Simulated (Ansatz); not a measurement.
Ansatz (a first-principles code) input (PBE-QIDH/def2-TZVPD):

Ansatz 0.2 input:
```yaml
crystal:
  periodic: [false, false, false]
  atoms:
    - {symbol: C, position_ang: [2.66833323, 0.64000169, -0.50376979]}
    - {symbol: C, position_ang: [1.49614703, -0.14885321, 0.07224085]}
    - {symbol: C, position_ang: [0.16098951, 0.46573101, -0.34471914]}
    - {symbol: C, position_ang: [-1.06440459, -0.18465485, 0.12773369]}
    - {symbol: O, position_ang: [-0.94124666, -1.35798936, 0.61776455]}
    - {symbol: C, position_ang: [-2.38068428, 0.47285149, 0.06617746]}
    - {symbol: H, position_ang: [2.65923635, 1.67618312, -0.16075641]}
    - {symbol: H, position_ang: [2.64794578, 0.64338981, -1.59512356]}
    - {symbol: H, position_ang: [3.61173823, 0.19550606, -0.19064570]}
    - {symbol: H, position_ang: [1.53937031, -1.18639894, -0.26229280]}
    - {symbol: H, position_ang: [1.55355509, -0.16711335, 1.16287367]}
    - {symbol: H, position_ang: [0.05317962, 0.46418948, -1.44495238]}
    - {symbol: H, position_ang: [0.08462130, 1.53058405, -0.09115576]}
    - {symbol: H, position_ang: [-2.43942327, 1.15065539, -0.78458676]}
    - {symbol: H, position_ang: [-2.47171302, 1.09149905, 0.96999171]}
    - {symbol: H, position_ang: [-3.20865767, -0.23656138, 0.05249095]}
    - {symbol: H, position_ang: [-1.78216476, -1.76847534, 0.89606205]}
basis:
  gaussian:
    orbitals: def2-TZVPD
hamiltonian:
  xc: {name: PBE-QIDH}
total_charge: 1
magnetization: {spin_polarized: false}
correlation: {electrons: outside_noble_gas}
```

End of the output:

```
integrals: 1.15 GiB planned
2265 factors; integrals over basis functions are off by at most 7.9e-4 eV
0.48 GiB of the device are held for the grids
1.82 GiB of device memory are held for the factors and their scratch space
mean field: 2.66 GiB planned
mean field evaluation 1: about -7377.3637 eV, gradient 6.5e1 eV
mean field evaluation 2: about -7377.4147 eV, gradient 6.5e1 eV
mean field evaluation 4: about -7386.4302 eV, gradient 6.3e0 eV
mean field evaluation 8: about -7386.5131 eV, gradient 4.5e-1 eV
mean field evaluation 16: about -7386.5136 eV, gradient 2.0e-4 eV
mean field -7386.51359664 eV, -271.4493679178 hartree, gradient 7.1e-6 eV, S^2 0.000000; 0 other end points of the search recorded, 0 dependent functions left out
6 core orbitals not correlated
reference -7386.51361175 eV, -271.4493684732 hartree; 18, 18 occupied and 300, 300 virtual orbitals, 2265 factors
second order -32.19405702 eV of doubles, -0.00000000 eV of singles
Total energy: -7397.24496409 eV, -271.8437383977 hartree
```

It need not be the lowest isomer of its formula.
